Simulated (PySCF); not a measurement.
Field gradients at the hydrogen positions

Compound: C4H9FO2Si2.
Z-matrix (Å and degrees, GFN2-xTB geometry), rows numbered from 1:
```
C 
O   1  1.4016
C   2  1.3830  1  115.65
C   3  1.3471  2  117.91  1  -165.41
C   4  1.4940  3  125.21  2     1.66
O   4  1.3658  3  120.89  2  -177.94
Si  6  1.6389  4  121.60  3    -3.05
F   7  1.6129  6  104.98  4   122.74
Si  3  1.8941  2  126.92  1    17.80
H   1  1.0893  2  106.13  3  -178.74
H   1  1.0952  2  111.55  3   -59.71
H   1  1.0956  2  111.59  3    62.20
H   5  1.0895  4  109.90  3  -116.31
H   5  1.0852  4  109.56  3     4.10
H   5  1.0894  4  109.88  3   125.08
H   7  1.4508  6  105.47  4  -128.35
H   9  1.4693  3  111.43  2   -62.59
H   9  1.4700  3  112.17  2    58.76
```

Level: PBE0/pcSseg-1 (PySCF, non-relativistic); Q(2H) = 0.00286 b; rigid geometry, the same for H and D, with no vibrational averaging.

Question: Rank these positions by the coupling χzz of a deuteron there, largest first.
A. H18 (Si–H hydrogen)
B. H14 (methyl hydrogen)
C. H10 (methyl hydrogen)
D. H16 (Si–H hydrogen)
E. H11 (methyl hydrogen)

Answer: B (210 kHz), C (204 kHz), E (196 kHz), D (112 kHz), A (107 kHz).

Question: What are Vzz, η and χzz (234.96 MHz × Q × Vzz) at all hydrogens?

Answer: 
```json
{"atom": "H10", "bonded to": "C1", "bond length (Å)": "1.089", "Vzz (au)": "0.3042", "η": "0.07", "χzz (kHz)": "204"}
{"atom": "H11", "bonded to": "C1", "bond length (Å)": "1.095", "Vzz (au)": "0.2913", "η": "0.08", "χzz (kHz)": "196"}
{"atom": "H12", "bonded to": "C1", "bond length (Å)": "1.096", "Vzz (au)": "0.2904", "η": "0.07", "χzz (kHz)": "195"}
{"atom": "H13", "bonded to": "C5", "bond length (Å)": "1.090", "Vzz (au)": "0.3113", "η": "0.03", "χzz (kHz)": "209"}
{"atom": "H14", "bonded to": "C5", "bond length (Å)": "1.085", "Vzz (au)": "0.3125", "η": "0.02", "χzz (kHz)": "210"}
{"atom": "H15", "bonded to": "C5", "bond length (Å)": "1.089", "Vzz (au)": "0.3114", "η": "0.03", "χzz (kHz)": "209"}
{"atom": "H16", "bonded to": "Si7", "bond length (Å)": "1.451", "Vzz (au)": "0.1673", "η": "0.01", "χzz (kHz)": "112"}
{"atom": "H17", "bonded to": "Si9", "bond length (Å)": "1.469", "Vzz (au)": "0.1601", "η": "0.01", "χzz (kHz)": "108"}
{"atom": "H18", "bonded to": "Si9", "bond length (Å)": "1.470", "Vzz (au)": "0.1595", "η": "0.01", "χzz (kHz)": "107"}
```

Question: Average by the element that carries the hydrogen.

Answer: on C: 204 kHz over 6 positions, mean bond length 1.091 Å; on Si: 109 kHz over 3 positions, mean bond length 1.463 Å.

Question: How does χzz go with the bond length over the 6 C–H bonds?

Answer: A straight-line fit has a slope of -16.0 kHz for each 0.01 Å, with a correlation coefficient of -0.92, over lengths from 1.085 to 1.096 Å. The longer bonds have the smaller couplings here.

The structure is a single GFN2-xTB conformer in the gas phase; no vibrational or solvent corrections. GFN2-xTB bond lengths can be off by several hundredths of an ångström, more for odd bonds, and the gradients follow them. These gradients aren't converged with respect to the basis.
